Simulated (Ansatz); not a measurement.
H3TeF (SMILES F.[TeH2]), singlet: a trajectory.

The input file, in.yaml:

```yaml
crystal:
  periodic: [false, false, false]
  atoms:
    - {symbol: F, position_ang: [-0.031134, -0.096971, -2.365888]}
    - {symbol: H, position_ang: [-0.163454, 0.039988, -1.451650]}
    - {symbol: Te, position_ang: [-0.551690, 0.439140, 1.053694]}
    - {symbol: H, position_ang: [-0.299889, -1.153158, 1.431295]}
    - {symbol: H, position_ang: [1.046267, 0.770999, 1.332549]}
basis:
  gaussian: {orbitals: cc-pVDZ}
hamiltonian: {xc: hf}
md: {n_steps: 80, timestep: 0.5, temperature: 500, ensemble: nvt_langevin, seed: 187, friction: 0.05, initial_velocities: maxwell_boltzmann}
```

Run by:

```bash
ansatz run in.yaml --threads 2 --pin off --events-out ev --progress --plain --max-ram 5222MiB
```

What Ansatz 0.2.0 printed:

```
Functional definition: HF
  name "HF"
  cite "Fock, Z. Phys. 61, 126 (1930) doi:10.1007/BF01340294"
  parent pbe
  exchange = exact_x
  correlation = 0
Error: . the basis set cc-pVDZ has no functions for Te
```

Hardware: 2 CPU threads of an Intel Xeon Platinum 8488C, shared host. Wall time about 0.05 s.


The program refused the input.